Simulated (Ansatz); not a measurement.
Calculated with Ansatz (gas phase, PBE0-D4/def2-TZVP geometries, no zero-point term in ΔE). CCSD(T)/CBS is the MP2 limit (def2-TZVPP, def2-QZVPP) plus CCSD(T) − MP2 in def2-TZVPP, frozen cores. This one scheme is used for every species. DFT in def2-TZVPP. B3LYP here is the variant with VWN-RPA as its local correlation; programs differ in this. Each species was taken in one conformer, which may not be the lowest.

Consider the formal exchange of groups at the Si–Al bond: `O=C[SiH2][SiH2][AlH2]` + SiH₄ → `O=C[SiH2][SiH2][SiH3]` + `[AlH3]`.

(1) Is it downhill or uphill in electronic energy at CCSD(T)/CBS, and by how much? (An estimate is asked.)

(2) What do these levels give: r2SCAN-D4, PBE0-D4, ωB97M-V, r2SCAN, PBE0, B3LYP, HF/def2-TZVPP, CCSD/def2-TZVPP, MP2/def2-QZVPP, SCS-MP2/def2-QZVPP, HF/CBS(def2), CCSD/CBS(def2)? (An estimate is asked.)

Largest T1 diagnostic among the species: 0.016.

Answers

(1) Computed: Uphill: ΔE = +1.8 kcal/mol.

(2) The calculation gave: r2SCAN-D4 2.8, PBE0-D4 2.3, ωB97M-V 0.9, r2SCAN 3.1, PBE0 3.2, B3LYP 3.3, HF/def2-TZVPP 2.2, CCSD/def2-TZVPP 2.1, MP2/def2-QZVPP 1.6, SCS-MP2/def2-QZVPP 1.8, HF/CBS(def2) 2.3, CCSD/CBS(def2) 1.8 kcal/mol.

The D4 term adds −1.8 kcal/mol with B3LYP and −1.0 kcal/mol with PBE0; it sums over pairs of atoms, weighted by their polarisabilities, and B3LYP, whose exchange is more repulsive, gets the larger term. From PBE to PBE0 (25 % exact exchange), in def2-TZVPP and without D4, ΔE moves by −0.9 kcal/mol.
